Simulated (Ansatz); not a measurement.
Program: Ansatz. Geometries: PBE0-D4/def2-TZVP. ΔE: electronic, gas phase. CCSD(T)/CBS is the MP2 limit (def2-TZVPP, def2-QZVPP) plus CCSD(T) − MP2 in def2-TZVPP, frozen cores. This one scheme is used for every species. DFT in def2-TZVPP. B3LYP here is the variant with VWN-RPA as its local correlation; programs differ in this. For Ge outer-core shells are correlated without core-valence functions, which leaves a few kJ/mol of doubt a bond. Scalar relativity is left out up to krypton. Each species was taken in one conformer, which may not be the lowest.

Consider the ligand exchange at a Ge–O bond: `C[O][GeH2][SH]` + `O[SiH3]` → `[SiH3][O][GeH2][SH]` + CH₃OH.

`C[O][GeH2][SH]`:

Cartesian coordinates in Å:
```
C -0.097 1.341 -0.852
O -0.060 0.921 0.493
Ge 0.542 -0.705 0.864
S -0.679 -2.256 -0.153
H 0.905 1.367 -1.301
H -0.508 2.353 -0.875
H -0.734 0.694 -1.466
H 1.961 -0.885 0.299
H 0.436 -0.801 2.387
H -1.766 -2.029 0.603
```

`O[SiH3]`:

Z-matrix (Å, degrees):
```
Si
O 1 1.648
H 1 1.489 2 111.7
H 1 1.489 2 111.7 3 120.9
H 1 1.481 2 105.9 3 -119.6
H 2 0.957 1 117.9 3 -60.5
```

`[SiH3][O][GeH2][SH]`:

```xyz
10

Si    0.809    0.124   -1.518
O    -0.589   -0.264   -0.754
Ge   -0.983   -0.591    0.941
S     0.401    0.508    2.276
H     1.207    1.528   -1.231
H     1.920   -0.776   -1.101
H     0.573   -0.029   -2.975
H    -2.431   -0.125    1.119
H    -0.756   -2.081    1.224
H    -0.150    1.706    2.018
```

CH₃OH:

Z-matrix (Å, degrees):
```
C
O 1 1.409
H 1 1.097 2 112.4
H 1 1.090 2 107.0 3 -118.5
H 1 1.097 2 112.4 3 123.0
H 2 0.959 1 108.5 3 -61.6
```

| level | ΔE (kJ/mol) |
| --- | --- |
| PBE-D4 | -9.1 |
| ωB97M-V | -12.0 |
| B3LYP | -10.0 |
| SCS-MP2/def2-QZVPP | -13.2 |

Task: What does CCSD(T)/CBS give? (Best estimate.)

Result: Ansatz gave: -12.8 kJ/mol. The listed levels differ from it by 3.7, 0.8, 2.8, -0.4 kJ/mol.

Largest T1 diagnostic among the species: 0.012.

In def2-TZVPP, CCSD(T) changes the Hartree–Fock value by +5.5 kJ/mol (the triples alone add +1.0 kJ/mol) and MP2 by +6.7 kJ/mol. From PBE to PBE0 (25 % exact exchange), in def2-TZVPP and without D4, ΔE moves by −3.5 kJ/mol.
